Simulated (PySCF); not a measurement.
Geometry (Å), atoms numbered from 1 in this order:
```xyz
11

B     2.105   -0.179   -0.492
N     0.825    0.314   -0.143
B    -0.398   -0.424   -0.115
C    -1.767    0.231    0.273
H     3.054    0.572   -0.478
H     2.223   -1.340   -0.799
H     0.767    1.298    0.108
H    -0.334   -1.595   -0.414
H    -2.473    0.126   -0.569
H    -2.229   -0.330    1.104
H    -1.717    1.294    0.554
```

Geometry: PBE0-D3(BJ)/def2-SVP; GIAO shifts from PySCF 2.14.0 with density-fitted response routines, gas phase, non-relativistic, averaged over equivalent atoms.

At PBE0/cc-pVTZ (218 basis functions, 15 s wall time on 1 thread of an Arm Neoverse V2, shared host):
```json
{"atoms": "B3", "δ (ppm)": "54.6"}
{"atoms": "B1", "δ (ppm)": "49.6"}
{"atoms": "N2", "δ (ppm)": "190.3"}
{"atoms": "C4", "δ (ppm)": "9.4"}
{"atoms": "H7", "δ (ppm)": "7.07"}
{"atoms": "H8", "δ (ppm)": "5.78"}
{"atoms": "H5/H6", "δ (ppm)": "5.58"}
{"atoms": "H9/H10/H11", "δ (ppm)": "0.69"}
```

Shifts are taken against calculated references (same method and geometry level): BF3·OEt2 for ¹¹B (σ = 102.75 ppm); ¹⁵N (σ = 266.77 ppm) against NH3; ¹³C (σ = 187.29 ppm) and ¹H (σ = 31.29 ppm) against TMS.

**Question.** What do these become at WP04/pcSseg-2?

**Answer.** 
| atoms | δ at WP04/pcSseg-2 | change |
| --- | --- | --- |
| B3 | 56.6 | +2.0 |
| B1 | 50.6 | +1.0 |
| N2 | 171.7 | -18.6 |
| C4 | 8.3 | -1.1 |
| H7 | 6.43 | -0.64 |
| H8 | 5.02 | -0.76 |
| H5/H6 | 4.78 | -0.80 |
| H9/H10/H11 | 0.61 | -0.08 |

Scale: ¹¹B (σref 94.19) vs BF3·OEt2; ¹⁵N (σref 244.72) against NH3; ¹³C (σref 172.10), ¹H (σref 31.61) vs TMS (reference shieldings calculated alike).

The largest change is at N2 (nitrogen bonded to 2 B, H). Cost: 242 basis functions, 36 s wall time on 1 thread of an Arm Neoverse N1, shared host.

A carbon bonded to boron is broadened by the quadrupolar boron nucleus and is often missing from a measured spectrum. Experimental scales use liquid or dissolved standards, which lie at an offset from isolated NH3 (liquid NH3: subtract about 20 ppm). Unscaled 15N shifts of sp2 nitrogen come out 20 to 40 ppm too high even then.
